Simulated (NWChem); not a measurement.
Species: CH$_{5}$NOSn, singlet; SMILES C[O][Sn][NH2]

```xyz
9

Sn     0.3851    -0.5905     0.1387
O      0.6586     1.4287     0.2473
C     -0.3606     2.3801     0.1149
H     -1.1602     2.2857     0.8931
H      0.0669     3.4042     0.2167
H     -0.8761     2.3433    -0.8785
N     -1.6487    -0.4871    -0.1830
H     -2.1984     0.3757    -0.2434
H     -2.2494    -1.3077    -0.3051
```
Atoms are numbered in this order, from 1.

Level: PBE-D3(BJ)/def2-SVP with def2 effective core potentials on Sn (NWChem), optimised geometry, unscaled harmonic frequencies. Low-valent species are run as closed-shell singlets; no triplet was tried in these runs. def2 effective core potentials on Sn; no spin-orbit coupling.

Task: List the harmonic frequencies with IR intensities, and the thermochemistry.

Result: 
```csv
frequency (cm⁻¹),IR intensity (km/mol)
94,0.3
146,10.7
162,0.8
246,4.6
305,173.7
403,0.0
487,51.2
562,37.0
589,36.5
1094,181.4
1127,0.1
1144,16.7
1411,15.8
1416,2.7
1420,33.5
1451,15.1
2864,117.2
2916,71.6
2973,59.2
3461,6.6
3576,17.8
```

The zero-point energy comes out as 39.8 kcal/mol and the thermal correction to the enthalpy at 298.15 K (with zero-point energy) comes out as 44.6 kcal/mol. The heat capacity Cv comes out as 21.2 cal/(mol K). The entropy at 298.15 K and 1 atm (symmetry number 1) is 82.5 cal/(mol K).

Rigid rotor and harmonic oscillator; modes under 100 cm⁻¹ make the entropy uncertain.
